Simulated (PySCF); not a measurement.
Two-component Hartree-Fock for F⁺ (fluorine, charge +1)

Start: [He] 2s1 2p4 3d1; 2s1/2 filled at m_j = +1/2; 2p1/2 filled at m_j = +1/2; 2p3/2 filled at m_j = -1/2, +1/2, +3/2; 3d5/2 filled at m_j = +5/2. Calculated with PySCF 2.14 in x2c-TZVPall-2c with one added diffuse shell each of s, p, d type (6s4p3d1f, 40 functions): generalised Hartree-Fock with the X2C-1e Hamiltonian and a Gaussian nucleus; one run each with spin-orbit coupling (SO) switched off, then screened by Boettger's factors. This is a chosen level, not necessarily the ground level.

| spinor shell | electrons | ε, spin-free (eV) | ε, screened SO (eV) | weight of nominal j (screened SO) | rms radius, screened SO (bohr) |
| --- | --- | --- | --- | --- | --- |
| 1s1/2 | 2 | -752.77 | -752.76 | 1.000 | 0.204 |
| 2s1/2 | 1 | -77.055 | -77.050 | 1.000 | 0.988 |
| 2p3/2 | 3 | -49.623 | -52.530 | 0.664 | 0.999 |
| 2p1/2 | 1 | -49.623 | -40.914 | 0.664 | 1.06 |
| 3d5/2 | 1 | -1.426 | -1.427 | 1.000 | 2.67 |

| quantity | spin-free | screened SO |
| --- | --- | --- |
| E (hartree) | -97.04972 | -97.05063 |
| M_J | 5 | 5 |
| ⟨J²⟩ | 30.004 | 30.004 |
| ⟨L²⟩ | 12.002 | 12.003 |
| ⟨S²⟩ | 6.001 | 6.001 |

Each row is a mean over spinors that exchange with the open shell spreads, by up to 6.209 eV (1s1/2).

Rows whose weight is well below 1 are mixtures of j = l ± 1/2: exchange outweighs spin-orbit coupling there, and the label is only the starting occupation.

Without spin-orbit coupling the j labels of p, d and f shells carry no meaning; the spin-free column gives the mean over the occupied spinors of each nl shell.
